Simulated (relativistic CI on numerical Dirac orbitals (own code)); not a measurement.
Os2+: 4d photoemission

Computed with this model: Dirac-Coulomb-Breit CI, KLI orbitals optimised for each configuration, QED by a radiative potential, valence Slater integrals scaled by 0.7, multiplet model of photoemission in the sudden approximation; configurations [Xe] 4f14 5d6 → [Kr] 4d9 4f14 5s2 5p6 5d6; 300 K; Lorentzian 3.5 eV and Gaussian 0.6 eV FWHM. Energies are those of the free ion, without screening or charge transfer. The energies are binding energies and can lie tens of eV above those of solids. S is read from ⟨S²⟩ = S(S + 1).

Field parameters in Wybourne normalisation: D3d B²₀ = −7Dσ, B⁴₀ = −14Dq − 21Dτ, B⁴₃ = −14√(10/7) Dq. The field is a parameter set, without covalency.

free ion: ground-state S = 1.86, centroid 314.91 eV. Peaks (eV, height): 308.8 (100), 324.0 (70).

D3d, 10Dq = 21600, Dσ = -1200, Dτ = 190 cm⁻¹: ground-state S = 0.23, centroid 315.22 eV. Peaks (eV, height): 309.0 (100), 324.2 (68).

Strongest unbroadened transitions for D3d, 10Dq = 21600, Dσ = -1200, Dτ = 190 cm⁻¹:

```
Energy (eV)  Relative strength
     309.07               98.8
     309.12              100.0
     309.20               94.9
     310.88                0.6
     310.96                0.7
     311.21                0.5
     311.24                0.6
     311.59                0.7
     311.96                1.2
     312.37                0.8
     312.53                0.6
     312.61                2.0
     313.01                0.7
     313.59                0.9
     313.69                0.8
     323.97               99.2
     324.04               99.0
     327.35                0.5
```
